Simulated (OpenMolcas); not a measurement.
A run on Os6+ among 4 point charges of -2 e arranged as a tetrahedron (Td), 2.22 Å from the ion.
```
   1.2817    1.2817    1.2817  -2.00
   1.2817   -1.2817   -1.2817  -2.00
  -1.2817    1.2817   -1.2817  -2.00
  -1.2817   -1.2817    1.2817  -2.00
```

```yaml
Program: OpenMolcas 26.06
Method: CASSCF
Basis: ANO-RCC-VDZP [7s6p4d2f1g]
Scalar_Hamiltonian: DKH2, point nucleus
Active_space: 2 electrons in 5 orbitals (5d)
State_averaging: 2S+1 = 3 even, 10 roots; 2S+1 = 1 even, 15 roots
Spin-orbit_coupling: RASSI with atomic mean-field integrals over the reference wave functions
```

68 basis functions. Blocks (2S+1, parity, CSFs, roots kept): 3, even, 10, 10; 1, even, 15, 15.

Problem. How long do the RASSCF and RASSI steps take on 1 thread of Intel(R) Xeon(R) Platinum 8259CL CPU @ 2.50GHz (Skylake/Cascade Lake), with other jobs on the host?

Solution. About 10 s of wall time, without the integral step.
